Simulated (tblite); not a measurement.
C₂H₈F₂Si₂.
Atom-mapped SMILES: `[CH3:1][Si@@H:2]([F:3])[CH2:4][SiH2:5][F:6]` (hydrogens: H7, H8, H9 on C1; H10 on Si2; H11, H12 on C4; H13, H14 on Si5)

Geometry (GFN2-xTB, Å), atoms numbered from 1 in this order:
```xyz
14
C2H8F2Si2 angstrom
C     -1.8873    0.3189   -0.7139
Si    -0.5466    1.0454    0.4008
F     -1.2843    1.6205    1.7296
C      0.6865   -0.2680    1.0022
Si     1.8364   -0.9537   -0.3319
F      0.9133   -1.4919   -1.5423
H     -2.4757   -0.4267   -0.1845
H     -2.5718    1.0877   -1.0608
H     -1.4558   -0.1610   -1.5861
H      0.1167    2.2242   -0.1461
H      1.2897    0.1591    1.8025
H      0.1315   -1.0924    1.4532
H      2.6699    0.0673   -0.9505
H      2.5769   -2.1297    0.1056
```

Computed values, GFN2-xTB/tblite, gas phase, harmonic and unscaled. The method is semi-empirical: single wavenumbers can be off by several per cent or more. Modes of hydrogen on silicon can be 10 to 20 % off. One conformer, not necessarily the lowest.

Harmonic wavenumbers (cm⁻¹): 32.2, 65.2, 107.2, 121.6, 147.4, 187.0, 230.5, 256.9, 476.5, 576.1, 600.8, 633.0, 656.6, 702.3, 721.7, 752.8, 773.8, 783.6, 813.5, 833.3, 840.9, 858.2, 1013.1, 1140.2, 1378.3, 1446.0, 1474.5, 1478.9, 2288.2, 2308.2, 2329.4, 2969.0, 2995.4, 3028.6, 3041.1, 3060.9.

A = 3953, B = 1213, C = 993.4 MHz; mass 126.013 u (most abundant isotopes); point group C1, symmetry number 1.

Problem. Zero-point energy?

Solution. ½Σν̃ = 20561 cm⁻¹ = 58.79 kcal/mol.

Problem. Entropy at 350 K, 1 bar (ideal gas, RRHO, classical rotation)?

Solution. Translation 41.23, rotation 29.08, vibration 34.24: S = 104.5 cal/(mol K).

Problem. And Cp and H(350 K) − H(0)?

Solution. Cp = 39.28 cal/(mol K), of which vibrations give 31.34 (their classical limit is 36 R = 71.5); H(350 K) − H(0) = 8.70 kcal/mol without the zero-point energy, 5.92 from vibrations.

Problem. Which modes carry the vibrational entropy at 350 K?

Solution. 32.2 cm⁻¹: 6.01; 65.2 cm⁻¹: 4.61; 107.2 cm⁻¹: 3.63; 121.6 cm⁻¹: 3.39; 147.4 cm⁻¹: 3.01; 187.0 cm⁻¹: 2.56 cal/(mol K); the other 30 give 11.03 together.

Problem. What must be added to the electronic energy to get the Gibbs energy at 350 K and 1 bar?

Solution. ZPE + [H(350 K) − H(0)] − T·S = 58.79 + 8.70 − 36.59 = 30.90 kcal/mol.

Problem. How do the functions run with temperature in this model?

Solution. 
```tsv
T (K)	S (cal/(mol K))	Cp (cal/(mol K))	H − H(0) (kcal/mol)	G − H(0) (kcal/mol)	ln q(vib)
100	70.4	19.2	1.37	-5.67	2.18
200	86.1	27.2	3.68	-13.55	4.95
300	98.8	35.6	6.83	-22.81	7.49
500	120.1	47.9	15.28	-44.77	12.25
800	145.1	58.5	31.38	-84.73	18.61
1000	158.7	63.2	43.58	-115.15	22.36
```

q(vib) and H(0) count from the zero-point level.

Problem. Blend soft modes into free rotors: weight 1/[1 + (100 cm⁻¹/ν̃)⁴] for the oscillator and the rest for a rotor with moment μB/(μ + B), μ = h/(8π²ν), B = 10⁻⁴⁴ kg m². What vibrational entropy results?

Solution. 30.85 cal/(mol K) in place of 34.24, which changes −T·S at 350 K by +1.18 kcal/mol.

Hindered rotation and anharmonicity are outside this model. Other conformers, if any are populated, would add a mixing term that is left out. The structure is chiral; the term R ln 2 for an equal mix with its mirror image is left out.
